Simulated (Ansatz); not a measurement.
Total energies of `[NH2][SnH]1[S]C[S]1`.

```xyz
10

N     1.872   -0.640   -1.276
Sn   -0.071   -0.572   -0.785
S    -0.807    1.651   -0.304
C    -1.196    0.999    1.363
S    -0.716   -0.759    1.527
H     2.512   -0.308   -0.568
H     2.205   -1.518   -1.650
H    -0.875   -1.527   -1.948
H    -0.657    1.586    2.105
H    -2.267    1.090    1.537
```

Charge 0, multiplicity 1. Correlated methods include outer-core shells of Sn, which these sets cover unevenly. Sn: def2 effective core potential. Geometry: relaxed with PBE0-D4/def2-TZVP. It is one conformer, not always the lowest. Basis def2-TZVPP, the Gaussian-basis code of Ansatz.

RPA on PBE orbitals: Hartree–Fock energy of these orbitals -1103.66834 Eh, correlation -1.65404 Eh (frozen core).

```json
{"functional": "PBE", "energy without D4 (Eh)": "-1106.19325", "D4 term (kJ/mol)": "-31.0"}
{"functional": "revPBE", "energy without D4 (Eh)": "-1106.52787", "D4 term (kJ/mol)": "-79.8"}
{"functional": "BLYP", "energy without D4 (Eh)": "-1106.55190", "D4 term (kJ/mol)": "-66.3"}
{"functional": "r2SCAN", "energy without D4 (Eh)": "-1106.63002", "D4 term (kJ/mol)": "-7.2"}
{"functional": "PBE0", "energy without D4 (Eh)": "-1106.27528", "D4 term (kJ/mol)": "-26.5"}
{"functional": "B3LYP", "energy without D4 (Eh)": "-1106.76081", "D4 term (kJ/mol)": "-50.8"}
{"functional": "r2SCAN0", "energy without D4 (Eh)": "-1106.58064", "D4 term (kJ/mol)": "-8.8"}
{"functional": "CAM-B3LYP", "energy without D4 (Eh)": "-1106.60732", "D4 term (kJ/mol)": "-27.6"}
{"functional": "B2PLYP", "energy without D4 (Eh)": "-1106.11209", "D4 term (kJ/mol)": "–"}
{"functional": "PBE-QIDH", "energy without D4 (Eh)": "-1105.89639", "D4 term (kJ/mol)": "–"}
```

Task: Give the same for LDA (SPW92), B97M-V, r2SCANh, HSE06 (plane-wave form), BHLYP, LC-ωPBE, ωB97X-V, ωB97M-V. (Estimate.)

Result: The calculation gave: 
| functional | energy without D4 (Eh) | D4 term (kJ/mol) |
| --- | --- | --- |
| LDA (SPW92) | -1102.75953 | – |
| B97M-V | -1106.44886 | – |
| r2SCANh | -1106.60964 | -7.8 |
| HSE06 (plane-wave form) | -1106.25396 | -25.1 |
| BHLYP | -1106.51672 | -45.0 |
| LC-ωPBE | -1106.40213 | – |
| ωB97X-V | -1106.48996 | – |
| ωB97M-V | -1106.52503 | – |

B3LYP takes the VWN-RPA correlation (the form of Gaussian; ORCA's B3LYP/G). HSE06 is the plane-wave form, built on full-range PBE exchange. The double hybrids freeze the cores in their second-order part.

LC-ωPBE has ω = 0.4 bohr⁻¹.
